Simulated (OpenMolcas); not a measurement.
Pd2+: effect of the metal basis

Pd2+ with its 6 nearest fluoride ions at 2.203 Å, on the Ca site of CsCaF3 (a = 4.526 Å, distance in the model lattice 2.263 Å). The rest of the host is ab initio model potentials to 7.6 Å and point charges beyond; the distance is set by hand and nothing relaxes.

```
Program             : OpenMolcas 26.06
Method              : SS-CASPT2, IPEA 0.25 Eh, imaginary shift 0.1 Eh (closed shells correlated: 4s 4p and the ligand valence shells)
Spin-orbit coupling : RASSI with atomic mean-field integrals over the reference wave functions
```

Fixed: ligand basis ANO-RCC-VDZP, active space 8 electrons in 5 orbitals (4d), DKH2 Hamiltonian.

States (labels of O, the rotations of Oh). Energies in cm-1 above the lowest state or level, χT in cm3 K/mol; 10Dq and B are least-squares fits to the states below 45000 cm-1, weighted by degeneracy, with a free offset, and given where the rms deviation is under 5 % of |10Dq| (or 100 cm-1) and under 700 cm-1.

```json
{"Run": "A", "Metal basis": "ANO-RCC-VDZP", "Ground state": "3A2", "First state of that spin": "3T2 12760", "10Dq": "", "B (rms of fit)": "", "First gap with spin-orbit (degeneracies)": "9240 (3, 2)", "χT at 300 K": "1.448", "First state of another spin": "1E 9950", "Cost": "roughly 70 core-seconds"}
{"Run": "B", "Metal basis": "ANO-RCC-VTZP", "Ground state": "3A2", "First state of that spin": "3T2 12320", "10Dq": "12813", "B (rms of fit)": "557 (505)", "First gap with spin-orbit (degeneracies)": "8790 (3, 2)", "χT at 300 K": "1.453", "First state of another spin": "1E 9450", "Cost": "roughly 120 core-seconds"}
```

Against A, the first state of the same spin changes by -3.4 % in B.

Costs are those of the CASPT2 steps.

Roots that are degenerate in the reference are averaged as groups; the widest CASPT2 spread within a group is 130 cm-1 (the 3-fold group of multiplicity 3 near 29200 cm-1 above the lowest state of its run, A). Shifts and gaps below about the spread of the groups concerned are not significant. Over all roots computed the reference weight is 0.71 to 0.72 in A, 0.71 to 0.72 in B; a low but even weight reflects the number of correlated electrons. Real 4d8 and 5d8 ions are as a rule square planar and diamagnetic. Ligand-to-metal charge-transfer states are missing. With no ligand orbital active B as a rule stays too high, so bands that hang on it stand too high and its fall with covalency is understated. With one d shell and no ligand orbital active, 10Dq can be off by a tenth or more. Free-ion shares, where given, are those of the reference states; single-state CASPT2 does not remix them. No measured value stands beside these numbers; the geometry was set by hand and not optimised.
